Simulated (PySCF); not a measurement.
```xyz
7
charge -1 multiplicity 1, angstrom
As    0.0000    0.0000    0.0000
H     1.2413    0.0000    1.0776
H    -0.6206    1.0750    1.0776
H    -0.6206   -1.0750    1.0776
H     1.2413    0.0000   -1.0776
H    -0.6206    1.0750   -1.0776
H    -0.6206   -1.0750   -1.0776
```

These are results of PBE0/[As def2-TZVPD, H def2-TZVPD], no relativity, density fitting, PySCF, not measurements.

This geometry of AsH₆⁻ is a stationary point at this level.

What is the point group?

D3h.

Is it a minimum?

No: it has 1 imaginary mode, at 936i cm⁻¹ (a1'').

List the harmonic modes with their infrared intensities.


```json
{"symmetry": "a1''", "ω (cm⁻¹)": "936i", "IR (km/mol, summed over degenerate members)": "–", "type": "bend"}
{"symmetry": "e''", "ω (cm⁻¹)": "624", "IR (km/mol, summed over degenerate members)": "0.0", "type": "mixed"}
{"symmetry": "e'", "ω (cm⁻¹)": "934", "IR (km/mol, summed over degenerate members)": "1226", "type": "bend"}
{"symmetry": "a2''", "ω (cm⁻¹)": "1026", "IR (km/mol, summed over degenerate members)": "753", "type": "bend"}
{"symmetry": "e''", "ω (cm⁻¹)": "1205", "IR (km/mol, summed over degenerate members)": "0.0", "type": "mixed"}
{"symmetry": "e'", "ω (cm⁻¹)": "1294", "IR (km/mol, summed over degenerate members)": "193", "type": "bend"}
{"symmetry": "a1'", "ω (cm⁻¹)": "1404", "IR (km/mol, summed over degenerate members)": "0.0", "type": "bend"}
{"symmetry": "a2''", "ω (cm⁻¹)": "1448", "IR (km/mol, summed over degenerate members)": "2040", "type": "stretch"}
{"symmetry": "e'", "ω (cm⁻¹)": "1592", "IR (km/mol, summed over degenerate members)": "1409", "type": "stretch"}
{"symmetry": "a1'", "ω (cm⁻¹)": "1827", "IR (km/mol, summed over degenerate members)": "0.0", "type": "stretch"}
```

Give the atomic charges and bond orders.


```json
{"atom": "As1", "Mulliken": "-1.67", "Löwdin": "0.07", "polar tensor": "1.92", "Mayer order to As1": "–"}
{"atom": "H2,3,4,5,6,7", "Mulliken": "0.11", "Löwdin": "-0.18", "polar tensor": "-0.49", "Mayer order to As1": "0.87"}
```

In D3h the vibrations span a1'' + 2e'' + 3e' + 2a2'' + 2a1'. The a1', a1'', e'' modes carry no infrared intensity, as symmetry demands.

Other isomers or separated fragments may lie lower. The lowest empty level of this anion is unbound, so it and the gap depend on the basis. At this level a singlet minimum of Oh symmetry lies 174 kJ/mol below this structure.
